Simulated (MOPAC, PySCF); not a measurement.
CH3FS3, SMILES `FC(S)(S)S`, neutral singlet in the gas phase. 

Cartesian coordinates (Å):
```xyz
8

F      0.2961    -0.4316     1.7722
C     -0.0243    -0.2160     0.4514
S     -0.1082     1.5966     0.2919
S      1.1961    -0.9960    -0.6189
S     -1.6138    -1.0848     0.2142
H      0.0829     1.6165    -1.0317
H      2.2094    -0.1775    -0.2919
H     -2.0381    -0.3071    -0.7873
```
Charge 0, multiplicity 1.

All levels are single points at this geometry (CAM-B3LYP-D3(BJ)/def2-TZVP); Pople sets use spherical d functions. Orbital energies aren't observables, and empty levels follow the basis.

```csv
level,HOMO (eV),LUMO (eV),gap (eV),dipole (D),"vertical IE, Delta-SCF (eV)"
CAM-B3LYP-D3(BJ)/def2-TZVP in PySCF,-8.74,0.11,8.85,2.38,9.66
B3LYP/6-311+G** in PySCF,-7.25,-1.40,5.86,2.61,–
B3LYP/6-31G* in PySCF,-7.07,-1.08,5.99,2.46,9.35
B3LYP/LANL2DZ in PySCF,-7.35,-1.03,6.32,3.39,–
HF/6-31G* in PySCF,-10.34,2.87,13.21,2.78,9.39
PM3 in MOPAC,-9.88,-1.76,8.12,3.10,–
```
